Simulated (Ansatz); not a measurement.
Consider the ligand exchange at the Si–S bond: `C=CS[SiH3]` + `[OH][Ga]([F])[F]` → `[F][Ga]([F])[O][SiH3]` + `C=CS`.

Isolated molecules relaxed with PBE0-D4/def2-TZVP in Ansatz; ΔE leaves out vibrations. CCSD(T)/CBS is the MP2 limit (def2-TZVPP, def2-QZVPP) plus CCSD(T) − MP2 in def2-TZVPP, frozen cores. This one scheme is used for every species. DFT in def2-TZVPP. B3LYP here is the variant with VWN-RPA as its local correlation; programs differ in this. HSE06 is defined as in plane-wave codes. For Ga outer-core shells are correlated without core-valence functions, which leaves a few kJ/mol of doubt a bond. Scalar relativity is left out up to krypton. One conformer a species, not always the lowest.

`C=CS[SiH3]`:

Z-matrix (Å, degrees):
```
Si
S 1 2.134
H 1 1.485 2 112.1
H 1 1.483 2 105.8 3 -120.0
H 1 1.487 2 109.5 3 120.7
C 2 1.761 1 99.3 3 -69.5
C 6 1.326 2 123.0 1 147.4
H 6 1.086 2 116.0 1 -36.3
H 7 1.084 6 122.0 2 -3.8
H 7 1.084 6 120.3 2 175.5
```

`[OH][Ga]([F])[F]`:

```xyz
5

O    -0.009   -0.401    1.292
Ga   -0.195    0.224   -0.341
F    -1.568    1.181   -0.771
F     0.977   -0.086   -1.586
H     0.794   -0.917    1.406
```

`[F][Ga]([F])[O][SiH3]`:

Cartesian coordinates in Å:
```
F 0.367 1.516 -2.169
Ga -0.827 0.467 -1.476
F -2.292 0.236 -2.362
O -0.577 -0.333 0.054
Si 0.577 -0.442 1.221
H 0.903 0.905 1.757
H 1.814 -1.055 0.669
H 0.036 -1.295 2.305
```

`C=CS`:

Cartesian coordinates in Å:
```
C -0.279 -0.201 1.088
C 0.136 -0.175 -0.171
S -0.124 1.179 -1.251
H -0.812 0.629 1.540
H -0.090 -1.069 1.707
H 0.668 -1.017 -0.600
H 0.501 0.655 -2.313
```

```
             level  ΔE (kJ/mol)  difference from CCSD(T)/CBS
            PBE-D4        -24.5                         16.4
         revPBE-D4        -22.0                         18.9
         r2SCAN-D4        -37.7                          3.2
          B3LYP-D4        -42.8                         -1.9
          HSE06-D4        -30.8                         10.1
           ωB97M-V        -40.7                          0.2
          PBE-QIDH        -38.5                          2.4
            revPBE        -26.5                         14.4
              BLYP        -41.7                         -0.8
            r2SCAN        -38.2                          2.7
              PBE0        -32.6                          8.3
         CAM-B3LYP        -50.7                         -9.8
RPA@PBE/def2-TZVPP        -47.2                         -6.3
      MP2/def2-SVP        -43.6                         -2.7
     CCSD/def2-SVP        -48.6                         -7.7
  CCSD(T)/def2-SVP        -45.9                         -5.0
       CCSD(T)/CBS        -40.9                            0
```

Largest T1 diagnostic among the species: 0.015.

At CCSD(T), def2-SVP lies −5.0 kJ/mol from the extrapolated value and def2-TZVPP −3.3 kJ/mol. From PBE to PBE0 (25 % exact exchange), in def2-TZVPP and without D4, ΔE moves by −6.2 kJ/mol. The D4 term adds +3.0 kJ/mol with B3LYP and +1.6 kJ/mol with PBE0; it sums over pairs of atoms, weighted by their polarisabilities, and B3LYP, whose exchange is more repulsive, gets the larger term.
